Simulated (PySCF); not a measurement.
# How methods differ on the ionisation energy of Sc⁺

Sc⁺ [Ar] 3d1 4s1 (3D) → Sc²⁺ [Ar] 3d1 (2D), as a difference of total energies. Calculation: PySCF 2.14, in x2c-QZVPPall with one added diffuse shell each of s, p, d, f, g type (12s8p6d4f3g, 121 functions); scalar relativity by spin-free X2C-1e. Correlated levels: valence: [Ar] frozen; valence and next inner shell: [Ne] frozen. The calculations carry no spin-orbit coupling.

```
                                method  ionisation energy (eV)
                                   UHF                  12.221
                                   LDA                  13.280
                                   PBE                  13.120
                                  PBE0                  12.944
                               wB97M-V                  12.739
                             BHandHLYP                  12.840
                         MP2 (valence)                  12.316
                     SCS-MP2 (valence)                  12.253
    MP2 (valence and next inner shell)                  12.780
SCS-MP2 (valence and next inner shell)                  12.644
```

**Question.** How much does correlation contribute at MP2 (valence and next inner shell)?

**Answer.** 12.780 − (12.221) = 0.559 eV, measured against UHF.

Errors of the correlated levels include the incompleteness of this basis and the frozen core.

For comparison: 12.800 eV (measured; NIST Atomic Spectra Database, ionization energies).
